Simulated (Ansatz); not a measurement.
`F[Si@H]1[SiH2][Si@@H]1Cl` + H₂ → `F[SiH]1[SiH2][SiH2]1` + HCl at 298.15 K and 1 bar (hydrogenolysis of the Si–Cl bond).

Isolated molecules relaxed with PBE0-D4/def2-TZVP in Ansatz; ΔE leaves out vibrations. CCSD(T)/CBS adds triple-zeta CCSD(T) − MP2 to the extrapolated MP2 energy (def2 sets, frozen cores). This one scheme is used for every species.

```csv
species,CCSD(T)/CBS energy (Eh),H − E (kJ/mol),S (J/(mol·K))
`F[Si@H]1[SiH2][Si@@H]1Cl`,-1429.27211,126.1,379.7
H₂,-1.17544,35.1,130.4
`F[SiH]1[SiH2][SiH2]1`,-970.04125,138.2,345.1
HCl,-460.38127,26.6,186.8
```

H − E and S are ideal-gas, rigid-rotor, harmonic terms from PBE0-D4/def2-TZVP, for one conformer and one mirror image of each species. For small species the MP2-based limit differs from directly extrapolated CCSD(T) by up to some mEh (0.8 for H₂); such offsets cancel only in part. 1 Eh = 2625.50 kJ/mol, R = 8.31446 J/(mol·K).

Task: By hand: ΔE, ΔH, ΔS and ΔG.

Result: ΔE = (-970.04125) + (-460.38127) − (-1429.27211) − (-1.17544) = 0.02503 Eh = 65.7 kJ/mol. Δ(H − E) = 138.2 + 26.6 − 126.1 − 35.1 = 3.6, so ΔH = 69.3 kJ/mol. ΔS = 345.1 + 186.8 − 379.7 − 130.4 = 21.8 J/(mol·K). ΔG = 69.3 − 298.15 × (21.8)/1000 = 62.8 kJ/mol.

Task: By hand: the equilibrium constant, and the temperature at which ΔG would vanish if ΔH and ΔS stayed fixed.

Result: log₁₀ K = −ΔG/(RT ln 10) = -11.0. ΔG = 0 at ΔH/ΔS = 3179 K, far beyond where these terms or the molecules hold.

ΔH outweighs TΔS. A doubt of 5 kJ/mol in ΔE shifts log₁₀ K by 0.9 here. Other conformers and mirror images would add mixing entropy, several J/(mol·K) or more a flexible species. These are equilibria of isolated gas molecules and say nothing of rates. Largest T1 diagnostic: 0.015 (customary marks: 0.02 for closed shells, 0.045 for open ones).
